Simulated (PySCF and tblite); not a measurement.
Results of a calculation; reference values are marked as such.
## Rearrangement: stationary points, barriers and rates

System: C₂HF₃O₂, numbered as in [O:1]=[C:2]([OH:3])[C:4]([F:5])([F:6])[F:7].

Motion: shift of H on O3 from O3 to O1. Geometries: B3LYP-D3(BJ)/def2-SVP; energies: PBE0/pcSseg-1 + D3(BJ); zero-point and thermal terms from GFN2-xTB harmonic modes (soft modes blended into free rotors). Rates follow Eyring's equation with the number of equivalent paths and no tunnelling. Programs: tblite and PySCF.

```csv
point,symmetry,E(GFN2) kcal/mol,E(DFT) kcal/mol,ZPE change kcal/mol,lowest mode cm⁻¹,dipole D
start,Cs,0.0,0.0,0.00,28,2.22
saddle,Cs,37.7,36.6,-2.93,1785i,0.49
end,Cs,0.0,0.0,0.00,28,2.22
```

```
Electronic barrier             : 36.6 kcal/mol
Barrier with zero-point energy : 33.7 kcal/mol
ΔH‡ (298 K)                    : 33.6 kcal/mol
ΔS‡ (298 K, symmetry apart)    : 1.1 cal/(mol K)
Paths                          : 1 equivalent path
End point                      : the same structure with atoms interchanged, or its mirror image
Cost                           : 83 s on 1 thread of Intel Xeon Platinum 8488C, on a host shared with other jobs (rough), peak memory 0.59 GiB, launched as `OMP_NUM_THREADS=1 python ens_run.py task.json out`
```

```json
{"T/K": "500", "ΔG‡ kcal/mol": "33.1", "k s⁻¹": "0.035"}
```

ΔG and ΔG‡ leave out symmetry numbers and mirror images; rates count paths: 1 out.

Tunnelling of the moving H, left out here, will speed the real process. In real samples such hydrogens mostly exchange between molecules or through solvent, far faster than by this path.
